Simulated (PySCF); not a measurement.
# How methods differ on the ionisation energy of Re⁵¹⁺

Re⁵¹⁺ [Ar] 3d6 (5D) → Re⁵²⁺ [Ar] 3d5 (6S), as a difference of total energies. Computed with PySCF 2.14 in an uncontracted even-tempered set (17 s from 12 bohr⁻², ratio 2.5; 13 p from 16 bohr⁻², ratio 2.5; 7 d from 16 bohr⁻², ratio 2.5; 4 f from 61 bohr⁻², ratio 2.7; 3 g from 92 bohr⁻², ratio 2.7), with the spin-free X2C one-electron Hamiltonian (Gaussian nucleus). Correlated levels: outer shells: [Ne] frozen; virtual orbitals above 40 to 60 times the deepest correlated orbital energy dropped. The calculations carry no spin-orbit coupling.

```csv
method,ionisation energy (eV)
UHF,4757.2
LDA,4758.9
PBE,4760.4
PBE0,4760.1
r2SCAN,4760.7
B3LYP,4760.6
M06-L,4759.8
MP2 (outer shells),4758.4
SCS-MP2 (outer shells),4758.7
```

Spin-orbit coupling is strong in these open shells (close to jj coupling). The scalar numbers leave it out and a first-order estimate fails, so it can dominate the gap to the real levels.

Breit and QED terms and the two-electron picture change are absent.

For comparison: 4745 ± 4 eV (theoretical estimate listed by NIST; NIST Atomic Spectra Database, ionization energies).
